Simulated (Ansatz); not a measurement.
One change: `[CH3][AlH][SiH](O)F` becomes `O[SiH](F)[SeH]`.

Ansatz, PBE0-D4/def2-TZVP geometries, multiplicity 1. Each molecule was computed in one conformer, which needn't be the lowest.

Scalar relativity is left out up to krypton. Spin–orbit coupling is left out; it splits and shifts lone-pair levels of the heavy atoms by tenths of an eV.

```csv
property,`[CH3][AlH][SiH](O)F`
HOMO energy (ωB97M-V/def2-TZVPP) / eV,-9.22
LUMO energy (B3LYP/def2-TZVPP) / eV,-2.12
HOMO–LUMO gap (PBE0/def2-TZVPP) / eV,5.28
size of the dipole moment (B3LYP/def2-TZVPP) / D,2.54
HOMO energy (PBE/def2-TZVPP) / eV,-6.02
size of the dipole moment (ωB97M-V/def2-TZVPP) / D,2.57
```

(1) Give the same properties after the change, and the shifts. (Estimate.)

## Answers

(1) Ansatz gave: 
| property | `O[SiH](F)[SeH]` | shift |
| --- | --- | --- |
| HOMO energy (ωB97M-V/def2-TZVPP) / eV | -9.64 | -0.42 |
| LUMO energy (B3LYP/def2-TZVPP) / eV | -0.36 | 1.76 |
| HOMO–LUMO gap (PBE0/def2-TZVPP) / eV | 7.38 | 2.10 |
| size of the dipole moment (B3LYP/def2-TZVPP) / D | 1.60 | -0.94 |
| HOMO energy (PBE/def2-TZVPP) / eV | -6.29 | -0.27 |
| size of the dipole moment (ωB97M-V/def2-TZVPP) / D | 1.60 | -0.97 |

With PBE0 the HOMO falls by 0.27 eV and the LUMO rises by 1.83 eV, so the gap widens by about 2.10 eV. PBE moves the HOMO by -0.27 eV and ωB97M-V by -0.42 eV. The zero-point energy changes by -88.4 kJ/mol with -12 modes. Dipoles are sizes alone; their direction can turn.

Positive LUMOs are unbound, so they and the gaps depend on the basis.

B3LYP here is the variant with VWN-RPA as its local correlation; programs differ in this.
